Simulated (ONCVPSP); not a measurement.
## Varying the ONCV potential for hydrogen

Base potential:

* Element: H (Z = 1)
* Generator: ONCVPSP 4.0.1
* Type: optimised norm-conserving Vanderbilt (ONCV)
* Functional: PBE
* Relativity: scalar-relativistic
* Frozen core: none
* Valence charge: 1
* Reference configuration: 1s0.5 (charge +0.5)
* Partial waves: 1s: rc 0.85 bohr, ncon 4, nbas 8, qcut 6.6 1/bohr, 3 projectors, debl 2.7 Ha; p scattering state at 0.3 Ha: rc 0.95 bohr, ncon 4, nbas 7, qcut 7.6 1/bohr, 2 projectors, debl 3.4 Ha
* Local potential: polynomial inside 0.85 bohr (lpopt 5, dvloc0 4 Ha)
* Core correction: none

Cutoffs, loose and tight: the cutoffs (Ha) at which the residual kinetic energy of the hardest occupied pseudo-wave falls to 1 and 0.1 mHa per electron. They do not see the model core or the augmentation charge, which bear on the density cutoff. Test errors are all-electron minus pseudo excitation energies from the reference, over the configurations 1s1. A dash means not determined; rows that change the core or the reference have their own tests.

A true bound ghost makes a file unfit for plane-wave use even where its test errors are small: the radial tests pick states by their node count and pass the ghost by.

```tsv
change	outcome	cutoff, loose	cutoff, tight	bound ghosts	GHOST(+) flags above zero
base	generated	21 Ha	121 Ha	none	s
s: qcut 8.6; p: qcut 9.9	generated	23 Ha	35 Ha	none	none
s: nbas 7	generated	22 Ha	121 Ha	none	none
p: debl 4.75	generated	21 Ha	121 Ha	none	s
local potential polynomial inside 0.85 bohr (lpopt 5, dvloc0 3.5 Ha)	generated	21 Ha	121 Ha	none	s
p: qcut 4.7	generated	21 Ha	121 Ha	none	s
s: qcut 8	generated	23 Ha	35 Ha	none	none
reference 1s1	generated	20 Ha	107 Ha	none	s
p: ncon 5, nbas 8	generated	21 Ha	121 Ha	none	s
s: rc 0.96	generated	18 Ha	57 Ha	none	none
all radii scaled by about 1.08 (s 0.92, p 1.02 bohr); local potential polynomial inside 0.92 bohr (lpopt 5, dvloc0 4 Ha)	generated	19 Ha	91 Ha	none	none
local potential polynomial inside 0.55 bohr (lpopt 1, dvloc0 0 Ha)	generated	21 Ha	121 Ha	s	none
```
